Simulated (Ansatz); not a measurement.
H$_{2}$HfI$_{2}$O$_{2}$, SMILES `[OH][Hf]([OH])([I])[I]`, relaxed with RKS PBE0-D4/def2-TZVP in the Gaussian-basis code of Ansatz from a GFN2-xTB geometry. The force threshold is 0.005 eV/Å; the program also tests the step.

Charge 0, multiplicity 1. Hf, I: def2 effective core potential.

Start:

```xyz
7

O     1.563    0.401   -0.473
Hf   -0.202    0.281    0.102
O    -0.782   -1.486    0.092
I    -0.576    1.227    2.625
I    -1.671    1.900   -1.517
H     2.028   -0.022   -1.197
H    -0.359   -2.302    0.367
```

```tsv
step	energy (eV)	largest force (eV/Å)	largest move (Å)
1	-21641.0676	2.191	0.000
2	-21641.2412	0.289	0.194
3	-21641.2609	0.245	0.035
4	-21641.3255	0.188	0.200
5	-21641.3315	0.705	0.197
6	-21641.3545	0.131	0.146
7	-21641.3551	0.031	0.025
8	-21641.3554	0.015	0.013
9	-21641.3554	0.004	0.005
```

End:

```xyz
7

O     1.562    0.411   -0.564
Hf   -0.202    0.281    0.100
O    -0.762   -1.523    0.171
I    -0.271    1.321    2.621
I    -1.871    1.653   -1.567
H     2.445    0.321   -0.909
H    -0.901   -2.465    0.149
```

Run time 50 s (4 threads of an Arm Neoverse V2 on a shared host); peak host memory 0.72 GiB.
